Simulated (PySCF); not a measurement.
A side-by-side comparison of computed properties.

First species: C₆H₉FO₂.
Z-matrix (Å and degrees, GFN2-xTB geometry), rows numbered from 1:
```
F 
C   1  1.3782
O   2  1.3619  1  112.13
C   3  1.3951  2  118.42  1    74.04
C   4  1.3296  3  124.92  2   -15.55
O   5  1.3650  4  124.46  3   178.10
C   6  1.4132  5  115.34  4    -8.96
C   7  1.5259  6  112.08  5    42.27
C   4  1.5022  3  112.48  2   166.51
H   2  1.1028  1  105.72  3   123.82
H   2  1.0963  1  106.47  3  -117.28
H   5  1.0781  4  124.87  3    -2.52
H   7  1.0995  6  109.16  5   -79.27
H   7  1.0924  6  105.44  5   163.89
H   8  1.0895  7  109.86  6   176.18
H   8  1.0909  7  108.80  6    57.17
H   9  1.0909  4  108.72  3    40.15
H   9  1.0939  4  110.06  3   -77.42
```

Second species: C4H12O2Si3.
SMILES: `O=C(O)[C@@H]([SiH3])[Si@H]1C[C@@H]1[SiH3]`

Levels: PBE0/pcSseg-1 for HOMO energy, LUMO energy and HOMO–LUMO gap. Geometries: GFN2-xTB. All species are isolated and taken at one optimised geometry, non-relativistic unless stated; the electronic structure was computed with PySCF and density fitting.

The conformers computed, where there is a choice (atom-mapped SMILES and torsion angles):
- `[O:1]=[C:2]([OH:3])[C@@H:4]([SiH3:5])[Si@H:6]1[CH2:7][C@@H:8]1[SiH3:9]`: O1–C2–C4–Si5 -20°, C2–C4–Si6–C7 -134°, H–O3–C2–O1 1°

The conformers of `FCOC1=COCCC1` aren't listed.

Values for the first species:

| Quantity | Value |
| --- | --- |
| HOMO energy | -6.08 eV |
| LUMO energy | 0.91 eV |
| HOMO–LUMO gap | 6.99 eV |

(1) Estimate the same properties for the second species, and the change in each.

Answers

(1) 
```tsv
property	first	second	second less first
HOMO energy	-6.08 eV	-7.01 eV	-0.93 eV
LUMO energy	0.91 eV	-0.21 eV	-1.12 eV
HOMO–LUMO gap	6.99 eV	6.80 eV	-0.19 eV
```

